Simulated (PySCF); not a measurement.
Cs2: everyday levels beside a composite calculation

PySCF; the state is a singlet (closed shell). The composite is CCSD(T) extrapolated to the basis-set limit from two correlation-consistent sets, with core-valence (CV) and scalar-relativistic (SR) terms as its label shows; it has no spin–orbit coupling and nothing beyond (T). Here it is CCSD(T)/CBS(DT). It gives Re = 4.653 Å, ωe = 42.8 cm⁻¹ and De = 0.44 eV to Cs + Cs.

```json
{"level": "RHF-SCS-MP2", "basis": "def2-SVP", "relativity": "scalar-relativistic core potentials", "Re (Å)": "4.761", "ωe (cm⁻¹)": "39.1", "De (eV)": "0.28"}
{"level": "RHF-CCSD", "basis": "def2-TZVPP", "relativity": "scalar-relativistic core potentials", "Re (Å)": "4.757", "ωe (cm⁻¹)": "40.4", "De (eV)": "0.30"}
{"level": "PBE", "basis": "def2-SVPD", "relativity": "scalar-relativistic core potentials", "Re (Å)": "4.749", "ωe (cm⁻¹)": "39.3", "De (eV)": "0.48"}
{"level": "PBE", "basis": "def2-TZVPP", "relativity": "scalar-relativistic core potentials", "Re (Å)": "4.743", "ωe (cm⁻¹)": "40.2", "De (eV)": "0.49"}
{"level": "PBEsol", "basis": "def2-TZVP", "relativity": "scalar-relativistic core potentials", "Re (Å)": "4.678", "ωe (cm⁻¹)": "41.5", "De (eV)": "0.49"}
{"level": "r²SCAN", "basis": "def2-SVP", "relativity": "scalar-relativistic core potentials", "Re (Å)": "4.859", "ωe (cm⁻¹)": "38.7", "De (eV)": "0.27"}
{"level": "r²SCAN", "basis": "def2-SVPD", "relativity": "scalar-relativistic core potentials", "Re (Å)": "4.859", "ωe (cm⁻¹)": "38.7", "De (eV)": "0.27"}
{"level": "PBE0", "basis": "def2-SVPD", "relativity": "scalar-relativistic core potentials", "Re (Å)": "4.769", "ωe (cm⁻¹)": "40.5", "De (eV)": "0.40"}
{"level": "PBE0", "basis": "def2-TZVP", "relativity": "scalar-relativistic core potentials", "Re (Å)": "4.764", "ωe (cm⁻¹)": "41.3", "De (eV)": "0.41"}
{"level": "PBE0", "basis": "x2c-TZVPall", "relativity": "spin-free X2C", "Re (Å)": "4.753", "ωe (cm⁻¹)": "41.9", "De (eV)": "0.42"}
```

**Question.** Give the difference of each row from the composite.

**Answer.** 

```tsv
level	basis	ΔRe (pm)	Δωe (%)	ΔDe (eV)
RHF-SCS-MP2	def2-SVP	+10.8	-8.6	-0.16
RHF-CCSD	def2-TZVPP	+10.4	-5.6	-0.14
PBE	def2-SVPD	+9.6	-8.2	+0.04
PBE	def2-TZVPP	+9.0	-6.1	+0.05
PBEsol	def2-TZVP	+2.5	-3.0	+0.05
r²SCAN	def2-SVP	+20.6	-9.6	-0.17
r²SCAN	def2-SVPD	+20.6	-9.6	-0.17
PBE0	def2-SVPD	+11.6	-5.4	-0.04
PBE0	def2-TZVP	+11.1	-3.5	-0.03
PBE0	x2c-TZVPall	+10.0	-2.1	-0.02
```

**Question.** Which rows come closest in De?

**Answer.** PBE0 in def2-TZVP (-0.03 eV); PBE0 in x2c-TZVPall (-0.02 eV), counted from the composite.

Correlated steps freeze the inner cores (0 to 46 orbitals); shallow outer-core shells are correlated. Closed-shell solutions of metal pairs were not tested for spin polarisation, which can lower them a little. Correlated levels converge slowly with the basis: in double zeta they bind strong bonds too weakly, by up to about 1 eV, and carry superposition errors of some tenths. Spin–orbit coupling is left out. Where the molecule has an RHF reference, its open-shell atoms are computed with UHF.
